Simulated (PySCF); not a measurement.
**Electron correlation in Dy(36+) (dysprosium, charge +36)**

Starting occupation: [Ar] 3d10 4s2. Calculation: PySCF 2.14, in an even-tempered Gaussian basis (19 s from 1.6 bohr⁻², ratio 2.6; 15 p from 2.1 bohr⁻², ratio 2.6; 10 d from 2.1 bohr⁻², ratio 2.6; 6 f from 2.2 bohr⁻², ratio 2.8); X2C-1e with screened-nucleus spin-orbit coupling, Gaussian nucleus. Frozen: [Ar]; 12 electrons correlated; the 94 highest virtual spinors left out.

MP2 pair energies summed by pair of shells (mhartree):

```csv
pair,energy,share (%)
3d3/2-3d5/2,-188.25,35.7
3d5/2-3d5/2,-132.70,25.2
4s1/2-4s1/2,-60.77,11.5
3d3/2-3d3/2,-57.16,10.8
3d5/2-4s1/2,-53.62,10.2
3d3/2-4s1/2,-34.82,6.6
```

Total MP2 correlation energy: -527.32 mhartree.

The virtual space was cut to 68 spinors, which keep -506.23 of the -527.32 mhartree of MP2 correlation.

```csv
level,correlation energy (mhartree)
CCSD,-506.11
(T),-0.83
CCSD(T),-506.94
```

Diagnostics: T1 = 0.00020, largest double amplitude 0.065.

Is a single reference adequate?

Yes: T1 lies below 0.03 and no double amplitude reaches 0.07.

The coupled-cluster values are those of the cut space; adding the MP2 remainder, -21.09 mhartree, estimates the full space.

At this charge the one-electron X2C treatment keeps the bare 1/r₁₂, with no two-electron picture change or Breit term. The effect here is smaller than on the frozen 1s shell.
